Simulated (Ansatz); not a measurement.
Total energies of Sn(NH2)2 (SnN₂H₄) from Ansatz at PBE-D4/def2-TZVPD, gas phase (1 Eh = 27.2114 eV = 2625.5 kJ/mol). The reference geometry is relaxed at PBE0-D4/def2-TZVP.

| state | geometry | energy (Eh) |
| --- | --- | --- |
| charge 0 singlet | reference | -326.16623 |
| charge -1 doublet | reference | -326.15004 |
| free Sn atom (triplet) | – | -214.24945 |
| free N atom (quartet) | – | -54.53224 |
| free H atom (doublet) | – | -0.49962 |

In the def2 sets Sn takes a core potential; there is no spin–orbit coupling.

Q: Work out the vertical electron affinity, to the doublet.

A: E(charge 0 singlet) − E(charge -1 doublet) = -326.16623 − (-326.15004) = -0.01619 Eh = -0.44 eV; negative, so the extra electron isn't bound.

Q: What is the binding energy per atom against free atoms?

A: Atoms: 1 × (-214.24945) + 2 × (-54.53224) + 4 × (-0.49962) = -325.31241 Eh. Binding: -325.31241 − (-326.16623) = 0.85382 Eh = 23.23 eV, or 3.32 eV for each of 7 atoms (no zero-point energy, no counterpoise term).

At PBE-D4/def2-TZVPD the highest occupied level of the charge -1 doublet lies above zero (up to 2.74 eV). By energy differences it is unbound by 0.44 eV (vertical, to the charge 0 singlet, at PBE-D4/def2-TZVPD) and held by the finite basis.
